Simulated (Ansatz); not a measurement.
C2H4S, SMILES `[CH2]S[CH2]` (lower singlet) (charge 0, multiplicity 1). This singlet lies 1.11 eV below the relaxed triplet at the level frozen-core CCSD(T)/cc-pVTZ // B3LYP-D3(BJ)/def2-TZVP (Ansatz, an electronic-structure program).

Cartesian coordinates (Å):
SMILES: [CH2]S[CH2]
```xyz
7

C      1.3594     0.1082    -0.1655
S      0.0891    -0.8799     0.0567
C     -1.3556    -0.1464     0.1777
H      1.2787     1.1823    -0.2322
H      2.3157    -0.3817    -0.2446
H     -2.1956    -0.8049     0.3243
H     -1.4917     0.9224     0.1186
```
Charge 0, multiplicity 1.

Frozen-core energies in 6-31g from Ansatz at a geometry from B3LYP-D3(BJ)/def2-TZVP; the HF reference has <S^2> = 0.00 (restricted, and unstable towards unrestricted orbitals) and the T1 diagnostic is 0.017.

| level | energy (Ha) |
|---|---|
| HF | -475.34849 |
| MP2 | -475.61505 |
| CCSD | -475.63882 |
| CCSD(T) | -475.65109 |

**Question.** Estimate the energies of CCSDT, CCSDT(Q) and CCSDTQ, and give each level's difference from CCSDTQ.

**Answer.** 
```tsv
level	energy (Ha)	difference from CCSDTQ (mHa)
MP2	-475.61505	38.14
CCSD	-475.63882	14.36
CCSD(T)	-475.65109	2.10
CCSDT	-475.65182	1.37
CCSDT(Q)	-475.65342	-0.23
CCSDTQ	-475.65319	0.00
```
